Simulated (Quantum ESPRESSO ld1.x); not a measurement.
Species: Re11+. Configuration: [Kr] 4d10 4f14 5s2 5p2. All-electron calculation, Dirac Kohn-Sham, LDA (Slater exchange, Perdew-Zunger correlation), spin-unpolarised, spherical densities, point nucleus; open shells fill j = l - 1/2 first. Program: ld1.x of Quantum ESPRESSO 7.5.

Radial electron density D(r) = 4 pi r^2 rho(r):

r (bohr),D(r) (e/bohr)
0.001819,20.15
0.002426,29.77
0.003236,42.68
0.004316,58.78
0.00571,76.26
0.007616,93.18
0.01016,104.5
0.01355,106.3
0.01793,99.89
0.02391,94.37
0.03189,103.0
0.04253,125.3
0.05673,137.3
0.07506,122.0
0.1001,106.6
0.1335,120.8
0.1781,119.5
0.2356,80.45
0.3143,67.83
0.4192,77.95
0.5591,56.05
0.7457,26.75
0.9866,11.84
1.316,3.668
1.755,0.4842
2.341,0.01840
3.097,0.0001605

D(r) has 4 maxima, at r = 0.0123, 0.0554, 0.154, 0.409 bohr, and minima at 0.0241, 0.100, 0.290 bohr, inside which lie 2.03, 11.11, 30.01 electrons.
